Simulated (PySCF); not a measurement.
Atom-mapped SMILES (the numbers label the heavy atoms): `[CH3:1][S:2][Si@H:3]([PH2:4])[S:5][SiH3:6]`. Hydrogens are named by the atom that carries them.

Geometry: PBE0-D3(BJ)/def2-SVP; GIAO absolute shieldings from PySCF 2.14, gas phase, non-relativistic, averaged over equivalent atoms.

At B3LYP/pcSseg-1 (182 basis functions, 27 s wall time on 1 thread of an Arm Neoverse V1, shared host):
```csv
atoms,σ (ppm)
C1,162.3
S2,599.7
S5,769.5
Si3,307.6
Si6,391.7
P4,551.8
H(Si3),25.76
H(Si6),26.85
H(C1),29.21
H(P4),29.58
```

**Question.** Predict the values at PBE0/pcSseg-1 on the same geometry.

**Answer.** 
```tsv
atoms	σ at PBE0/pcSseg-1	change
C1	168.2	+5.9
S2	629.2	+29.5
S5	793.1	+23.6
Si3	326.4	+18.8
Si6	405.0	+13.3
P4	576.3	+24.5
H(Si3)	25.56	-0.20
H(Si6)	26.65	-0.20
H(C1)	29.11	-0.10
H(P4)	29.35	-0.23
```

The largest change is at S2 (sulfur bonded to C, Si). Cost: 182 basis functions, 39 s wall time on 1 thread of an Arm Neoverse V1, shared host.
